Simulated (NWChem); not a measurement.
# Total energies of GeSe

```
Ge
Se 1 2.1689
```
Charge 0, spin multiplicity 1.

Everything below was run with NWChem. All single points use one geometry, from PBE/def2-SVP, a minimum by its harmonic frequencies.

Basis set: def2-SVP (64 functions).

| method | total energy (Ha) |
|---|---|
| RHF | -4474.68918 |
| MP2 | -4475.12705 |
| B2PLYP | -4477.28186 |
| PBE | -4477.37307 |
| B3LYP | -4478.12288 |
| BLYP | -4478.14845 |
| CCSD(T) | -4475.14180 |

Total energies of different functionals aren't comparable as a measure of quality: only differences taken within one method are. 

The Hamiltonian is non-relativistic. The correlated methods keep 18 core orbitals frozen. B3LYP has NWChem's definition, with VWN1-RPA local correlation. The structure started from a generated list of species. No row is a measurement; the coupled-cluster row has its own basis-set and correlation limits.
